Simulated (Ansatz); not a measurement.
Breaking the Si1–S2 bond in SiS (multiplicity 1 held). Energies count from the point at 1.938 Å.


Restricted levels (R-, RO-) in cc, def2 and unpolarised 6-31G sets keep to the state of the molecule at rest. Unrestricted levels (U-) break spin symmetry where that is lower. Full CI gives the lowest state of the spin. Levels need not reach the same state.

Frozen-core correlation.

Codes used: Ansatz (Gaussian orbitals). Each number belongs to the level named beside it.

### Question
Give the energy at R = 7.752 Å at the level U-SCS-MP2/6-31G.

### Answer
94.0 kcal/mol

### Question
Give the energy at R = 7.752 Å at the level FCI/6-31G.

### Answer
96.9 kcal/mol

### Question
Give the energy at R = 7.752 Å at the level R-HF/6-31G.

### Answer
137.2 kcal/mol

Doubts at one or more of the structures used: a restricted determinant that unrestricted orbitals would lower (R-HF/6-31G); a spin-contaminated determinant (U-SCS-MP2/6-31G).

Ansatz is a program for electronic structure.
